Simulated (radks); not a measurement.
Valence configurations of the bromine ion Br2+ (all share [Ar]). All-electron calculation, Dirac Kohn-Sham, LDA (Slater exchange, Perdew-Wang correlation), spin-unpolarised, spherical densities, point nucleus; open shells are shared between the two j in proportion to 2j + 1. Program: a radial shooting solver on a logarithmic mesh with Libxc functionals. Energies are relative to 3d10 4s2 4p3; eigenvalues in eV.

valence          E (eV)  e(3d3/2)  e(3d5/2)  e(4p1/2)  e(4p3/2)  e(4s1/2)
3d10 4s2 4p3      0.000   -91.699   -90.609   -28.875   -28.210   -42.060
3d10 4s1 4p4     13.700   -93.215   -92.123   -29.562   -28.880   -42.878
3d10 4p5         27.540   -94.688   -93.595   -30.222   -29.524         -
3d9.5 4s1.5 4p4  39.699   -99.041   -97.921   -30.391   -29.673   -44.026
3d9 4s2 4p4      68.070   -105.03   -103.88   -31.226   -30.471   -45.173
3d9 4p6          97.223   -107.83   -106.68   -32.482   -31.696         -
3d8.5 4s2 4p4.5  106.30   -111.87   -110.69   -32.383   -31.583   -46.692
3d8 4s2 4p5      147.40   -118.83   -117.62   -33.530   -32.684   -48.188

NIST lists [Ar] 3d10 4s2 4p3 as the ground configuration; this level of theory agrees among the configurations tried. The energies are those of spherical spin-averaged densities, not of single terms.
